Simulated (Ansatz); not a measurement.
Relaxation of `CCCCCCCCCC[S][Au]` with RKS PBE-D4/def2-SVP.

```sh
$ ansatz run in.yaml --threads 4 --pin off --events-out ev --progress --plain --max-ram 6963MiB
```

```yaml
crystal:
  periodic: [false, false, false]
  atoms:
    - {symbol: C, position_ang: [-5.524110, -0.185100, 1.279960]}
    - {symbol: C, position_ang: [-4.033000, -0.255130, 1.583410]}
    - {symbol: C, position_ang: [-3.191170, 0.138870, 0.372420]}
    - {symbol: C, position_ang: [-1.695570, 0.078980, 0.668610]}
    - {symbol: C, position_ang: [-0.850630, 0.482650, -0.536920]}
    - {symbol: C, position_ang: [0.644590, 0.406240, -0.235830]}
    - {symbol: C, position_ang: [1.489040, 0.785980, -1.451310]}
    - {symbol: C, position_ang: [2.990490, 0.836200, -1.163530]}
    - {symbol: C, position_ang: [3.574060, -0.527920, -0.800800]}
    - {symbol: C, position_ang: [5.071890, -0.452810, -0.572540]}
    - {symbol: S, position_ang: [5.810530, -2.060390, -0.133830]}
    - {symbol: Au, position_ang: [4.641430, -2.649700, 1.757610]}
    - {symbol: H, position_ang: [-6.109720, -0.465900, 2.152670]}
    - {symbol: H, position_ang: [-5.804500, 0.824670, 0.988000]}
    - {symbol: H, position_ang: [-5.778310, -0.857210, 0.462900]}
    - {symbol: H, position_ang: [-3.799820, 0.411090, 2.417380]}
    - {symbol: H, position_ang: [-3.772300, -1.270830, 1.889740]}
    - {symbol: H, position_ang: [-3.422080, -0.530900, -0.459250]}
    - {symbol: H, position_ang: [-3.458670, 1.152110, 0.063730]}
    - {symbol: H, position_ang: [-1.467710, 0.741850, 1.506820]}
    - {symbol: H, position_ang: [-1.429430, -0.936880, 0.971150]}
    - {symbol: H, position_ang: [-1.110490, 1.501070, -0.836240]}
    - {symbol: H, position_ang: [-1.081090, -0.176350, -1.377300]}
    - {symbol: H, position_ang: [0.886700, -0.610610, 0.079580]}
    - {symbol: H, position_ang: [0.878540, 1.077290, 0.594540]}
    - {symbol: H, position_ang: [1.171060, 1.770440, -1.804220]}
    - {symbol: H, position_ang: [1.301680, 0.071750, -2.256600]}
    - {symbol: H, position_ang: [3.180950, 1.539090, -0.348400]}
    - {symbol: H, position_ang: [3.506780, 1.213840, -2.049920]}
    - {symbol: H, position_ang: [3.105220, -0.904250, 0.114580]}
    - {symbol: H, position_ang: [3.367500, -1.243890, -1.599630]}
    - {symbol: H, position_ang: [5.589630, -0.168250, -1.489110]}
    - {symbol: H, position_ang: [5.318530, 0.263990, 0.212310]}
basis:
  gaussian: {orbitals: def2-SVP}
hamiltonian: {xc: pbe, dispersion: d4}
scf: {lower_state_search: "off"}
output: {orbitals: {seedname: orbitals}}
relax: {f_tol: 0.03, max_steps: 70}
```

It took 19 s on 4 threads of Arm Neoverse V2 on a shared host, peak host memory 0.57 GiB.

Positions (Å) and forces (eV/Å) at steps 1, 2, 3, 4 of 4:

```xyz
33
step=1 energy=-25213.5565 eV
C    -5.524   -0.185    1.280    0.605   -0.088    0.319
C    -4.033   -0.255    1.583   -0.448    0.234   -0.787
C    -3.191    0.139    0.372    0.413   -0.294    0.977
C    -1.696    0.079    0.669   -0.408    0.286   -0.956
C    -0.851    0.483   -0.537    0.425   -0.310    0.948
C     0.645    0.406   -0.236   -0.354    0.254   -0.960
C     1.489    0.786   -1.451    0.419    0.011    0.772
C     2.990    0.836   -1.164   -0.446   -0.632   -0.149
C     3.574   -0.528   -0.801    0.256    0.830   -0.139
C     5.072   -0.453   -0.573   -0.499   -0.734    0.502
S     5.811   -2.060   -0.134    0.170   -0.352    0.216
Au    4.641   -2.650    1.758    0.166    0.044   -0.205
H    -6.110   -0.466    2.153   -0.493   -0.168    0.503
H    -5.804    0.825    0.988   -0.279    0.656   -0.209
H    -5.778   -0.857    0.463   -0.256   -0.425   -0.539
H    -3.800    0.411    2.417    0.199    0.311    0.538
H    -3.772   -1.271    1.890    0.220   -0.559    0.269
H    -3.422   -0.531   -0.459   -0.172   -0.325   -0.565
H    -3.459    1.152    0.064   -0.191    0.585   -0.281
H    -1.468    0.742    1.507    0.172    0.320    0.555
H    -1.429   -0.937    0.971    0.191   -0.569    0.269
H    -1.110    1.501   -0.836   -0.176    0.570   -0.267
H    -1.081   -0.176   -1.377   -0.178   -0.318   -0.557
H     0.887   -0.611    0.080    0.168   -0.558    0.295
H     0.879    1.077    0.595    0.188    0.329    0.544
H     1.171    1.770   -1.804   -0.234    0.507   -0.285
H     1.302    0.072   -2.257   -0.152   -0.355   -0.539
H     3.181    1.539   -0.348    0.147    0.471    0.428
H     3.507    1.214   -2.050    0.336    0.302   -0.453
H     3.105   -0.904    0.115   -0.228   -0.269    0.410
H     3.368   -1.244   -1.600   -0.161   -0.476   -0.369
H     5.590   -0.168   -1.489    0.426    0.208   -0.571
H     5.319    0.264    0.212    0.175    0.516    0.287
33
step=2 energy=-25213.7490 eV
C    -5.600   -0.199    1.311    0.313    0.005    0.006
C    -4.097   -0.260    1.593   -0.034    0.052   -0.163
C    -3.227    0.136    0.395    0.079   -0.039    0.124
C    -1.719    0.086    0.660   -0.062    0.041   -0.126
C    -0.853    0.490   -0.536    0.062   -0.040    0.139
C     0.655    0.430   -0.268   -0.127    0.033   -0.145
C     1.520    0.814   -1.474    0.033   -0.083    0.196
C     3.029    0.844   -1.196   -0.073   -0.198    0.060
C     3.614   -0.521   -0.813    0.061    0.080    0.018
C     5.117   -0.494   -0.544   -0.156   -0.044    0.045
S     5.892   -2.096   -0.109   -0.101   -0.030    0.046
Au    4.752   -2.697    1.773    0.054   -0.017   -0.039
H    -6.195   -0.487    2.193   -0.105   -0.050    0.147
H    -5.902    0.822    1.018   -0.101    0.185   -0.061
H    -5.871   -0.876    0.483   -0.096   -0.121   -0.157
H    -3.854    0.403    2.445    0.054    0.087    0.189
H    -3.822   -1.283    1.911    0.060   -0.178    0.107
H    -3.464   -0.529   -0.457   -0.068   -0.090   -0.204
H    -3.502    1.159    0.074   -0.073    0.192   -0.115
H    -1.482    0.746    1.516    0.066    0.091    0.201
H    -1.443   -0.938    0.976    0.072   -0.187    0.111
H    -1.124    1.516   -0.849   -0.074    0.186   -0.112
H    -1.092   -0.168   -1.393   -0.066   -0.091   -0.200
H     0.909   -0.593    0.064    0.076   -0.172    0.110
H     0.898    1.101    0.579    0.068    0.098    0.196
H     1.201    1.810   -1.835   -0.041    0.160   -0.097
H     1.319    0.105   -2.299   -0.059   -0.094   -0.193
H     3.231    1.566   -0.382    0.074    0.162    0.125
H     3.557    1.226   -2.090    0.080    0.094   -0.140
H     3.119   -0.897    0.103   -0.100   -0.100    0.130
H     3.402   -1.259   -1.608   -0.056   -0.159   -0.109
H     5.661   -0.214   -1.465    0.176    0.084   -0.176
H     5.369    0.256    0.226    0.064    0.141    0.088
33
step=3 energy=-25213.7709 eV
C    -5.588   -0.202    1.309    0.035   -0.005    0.022
C    -4.085   -0.261    1.590   -0.045    0.015   -0.049
C    -3.224    0.142    0.388    0.021   -0.018    0.061
C    -1.717    0.089    0.661   -0.031    0.021   -0.064
C    -0.857    0.495   -0.540    0.046   -0.017    0.055
C     0.649    0.433   -0.263   -0.020    0.016   -0.055
C     1.514    0.813   -1.472    0.010   -0.002    0.028
C     3.025    0.838   -1.196   -0.019   -0.028   -0.004
C     3.607   -0.528   -0.809    0.022    0.036    0.007
C     5.111   -0.487   -0.543   -0.058   -0.011    0.019
S     5.877   -2.093   -0.100    0.025    0.005   -0.034
Au    4.764   -2.720    1.782    0.007    0.009   -0.001
H    -6.184   -0.499    2.196   -0.002    0.006   -0.019
H    -5.905    0.823    1.020    0.006   -0.026    0.008
H    -5.869   -0.880    0.474    0.005    0.016    0.020
H    -3.838    0.399    2.453   -0.005   -0.014   -0.017
H    -3.803   -1.290    1.912   -0.005    0.021   -0.005
H    -3.465   -0.520   -0.476    0.005    0.018    0.017
H    -3.504    1.171    0.063    0.005   -0.022    0.004
H    -1.476    0.748    1.527   -0.005   -0.016   -0.018
H    -1.437   -0.941    0.983   -0.006    0.023   -0.004
H    -1.133    1.526   -0.862    0.004   -0.024    0.003
H    -1.099   -0.164   -1.406    0.004    0.015    0.016
H     0.908   -0.594    0.080   -0.006    0.022    0.000
H     0.896    1.106    0.591   -0.006   -0.014   -0.014
H     1.199    1.816   -1.837    0.001   -0.015    0.002
H     1.304    0.108   -2.308    0.002    0.018    0.015
H     3.237    1.571   -0.383    0.000   -0.015   -0.020
H     3.553    1.221   -2.097   -0.001   -0.007    0.014
H     3.110   -0.909    0.112    0.016    0.003   -0.020
H     3.394   -1.279   -1.602    0.009    0.015    0.021
H     5.668   -0.209   -1.469   -0.006   -0.012    0.029
H     5.367    0.276    0.223   -0.006   -0.013   -0.016
33
step=4 energy=-25213.7722 eV
C    -5.592   -0.202    1.310    0.027   -0.001    0.005
C    -4.089   -0.259    1.590   -0.017    0.005   -0.018
C    -3.227    0.144    0.388    0.009   -0.005    0.017
C    -1.720    0.092    0.659   -0.011    0.007   -0.019
C    -0.857    0.495   -0.540    0.013   -0.007    0.019
C     0.648    0.434   -0.263   -0.012    0.007   -0.019
C     1.515    0.811   -1.471    0.002   -0.005    0.017
C     3.025    0.833   -1.194   -0.009   -0.012    0.000
C     3.609   -0.531   -0.806    0.016    0.014   -0.002
C     5.113   -0.487   -0.540   -0.014   -0.001   -0.017
S     5.892   -2.092   -0.116   -0.017    0.019   -0.004
Au    4.783   -2.716    1.769    0.013   -0.019    0.013
H    -6.188   -0.500    2.197    0.001    0.002   -0.006
H    -5.910    0.822    1.022    0.000   -0.007    0.002
H    -5.873   -0.880    0.476    0.000    0.004    0.005
H    -3.842    0.400    2.452   -0.001   -0.004   -0.004
H    -3.806   -1.287    1.911    0.000    0.006   -0.001
H    -3.468   -0.516   -0.476    0.000    0.006    0.003
H    -3.507    1.173    0.063    0.000   -0.005    0.001
H    -1.479    0.751    1.524   -0.001   -0.004   -0.004
H    -1.441   -0.937    0.982   -0.002    0.006    0.000
H    -1.133    1.525   -0.865    0.001   -0.006   -0.001
H    -1.098   -0.164   -1.405    0.001    0.004    0.003
H     0.906   -0.592    0.083    0.000    0.006    0.002
H     0.894    1.108    0.589   -0.002   -0.004   -0.004
H     1.202    1.814   -1.838    0.003   -0.005    0.000
H     1.304    0.106   -2.307    0.000    0.005    0.004
H     3.239    1.567   -0.384    0.000   -0.003   -0.006
H     3.554    1.215   -2.096    0.000   -0.005    0.005
H     3.113   -0.914    0.114    0.003   -0.001   -0.002
H     3.398   -1.282   -1.599    0.003    0.002    0.007
H     5.668   -0.200   -1.463   -0.006    0.008    0.007
H     5.365    0.271    0.231    0.001   -0.008   -0.003
```

In the def2 sets Au takes a core potential; there is no spin–orbit coupling. The relaxation made no stability test and no search for a lower SCF solution.
